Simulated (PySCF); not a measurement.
Compound: C₇H₁₀N (doublet state).
Z-matrix (Å and degrees, GFN2-xTB geometry), rows numbered from 1:
```
C 
C   1  1.3798
C   2  1.3823  1  122.20
C   2  1.4703  1  120.00  3  -179.95
N   4  1.2670  2  122.10  1  -175.91
C   5  1.4360  4  111.11  2   179.73
C   6  1.5498  5  107.39  4     4.16
C   4  1.5145  2  122.90  1     3.76
H   1  1.0733  2  122.62  3  -179.63
H   1  1.0752  2  120.20  3    -0.07
H   3  1.0752  2  120.94  1     0.03
H   3  1.0729  2  119.97  1   179.90
H   6  1.0943  5  108.08  4  -117.39
H   6  1.0929  5  108.57  4   126.38
H   7  1.0882  6  111.23  5  -127.12
H   7  1.0892  6  110.51  5   112.63
H   8  1.0916  4  109.93  2   -64.26
H   8  1.0904  4  111.03  2    55.64
```

The hyperfine couplings belong to this conformer and change with its torsions.

The species is `[CH2]C(C1CCCN=1)=C` [radical].

Method: UKS B3LYP, pcH-1 on C H N, non-relativistic, mean-field spin-orbit, GIAO (PySCF 2.14.0). Isolated species at its GFN2-xTB geometry (one conformer only). Couplings are sensitive to structure, and on GFN2-xTB geometries they can be far from those on DFT ones. The SCF solution wasn't tested for stability. ⟨S²⟩ is 0.785 where a pure state has 0.75.

**Question.** The isotropic 13C couplings are +58.9, +53.0, -49.1, +10.1, +2.4, -0.9 MHz. Assign them to C1; C2; C3; C4; C6; C8.

**Answer.** 
```
site  a_iso (MHz)  ρ(0) (bohr⁻³)                 position  distance from C3 (Å)  spin population  largest |T| (MHz)
  C1        +53.0        +0.0471         a main spin site                  2.42            +0.66               98.2
  C2        -49.1        -0.0437           1 bond from C1                  1.38            -0.27               28.4
  C3        +58.9        +0.0524  largest spin population                  0.00            +0.74              111.0
  C4        +10.1        +0.0090          2 bonds from C3                  2.44            +0.04                5.2
  C6         +2.4        +0.0021          4 bonds from C3                  4.22             0.00                0.3
  C8         -0.9        -0.0008          3 bonds from C1                  3.85             0.00                0.6
```

**Question.** Match the computed a_iso(1H) values -46.2, -43.4, -40.7, -38.6, -7.7, +4.4, +0.2 MHz (means over equivalent nuclei) with the sites H9; H10; H11; H12; H13/H14; H15/H16; H17/H18.

**Answer.** 
| site | a_iso (MHz) | ρ(0) (bohr⁻³) | position | distance from C3 (Å) | bound to | spin population there | largest \|T\| (MHz) |
| --- | --- | --- | --- | --- | --- | --- | --- |
| H9 | -40.7 | -0.0091 | 1 bond from C1 | 3.40 | C1 | +0.66 | 24.9 |
| H10 | -38.6 | -0.0086 | 1 bond from C1 | 2.67 | C1 | +0.66 | 22.3 |
| H11 | -43.4 | -0.0097 | 1 bond from C3 | 1.08 | C3 | +0.74 | 25.8 |
| H12 | -46.2 | -0.0103 | 1 bond from C3 | 1.07 | C3 | +0.74 | 28.1 |
| H13/H14 | -7.7 | -0.0017 | 5 bonds from C3 | 4.72 | C6 | 0.00 | 0.6 |
| H15/H16 | +0.2 | 0.0000 | 5 bonds from C1 | 5.49 | C7 | 0.00 | 0.9 |
| H17/H18 | +4.4 | +0.0010 | 4 bonds from C1 | 4.21 | C8 | 0.00 | 3.1 |

ρ(0) is the spin density at the nucleus and T the dipolar tensor; entries for several nuclei are means. Largest spin populations (Mulliken): C3 (+0.74), C1 (+0.66) and C2 (-0.27). The positive populations add up to 1.46 and the negative ones to -0.46, together 2S = 1. The angles at C3 add up to 360.0°, so it is planar; its axial dipolar tensor and the negative couplings of its protons fit spin in a p orbital normal to that plane. Main spin sites, with 60 % or more of the largest population: C1, C3; positions count bonds from the nearest.

Examples of negative spin density at the nucleus (bohr⁻³): C2 (-0.0437), H12 (-0.0103) and H11 (-0.0097).

Means are taken over nuclei equivalent by connectivity, which assumes that they swap fast. H9 and H10 aren't averaged: C1 is flat or nearly so (angle sum 360°), and its turn about the short C1–C2 bond (1.38 Å) is taken as slow.
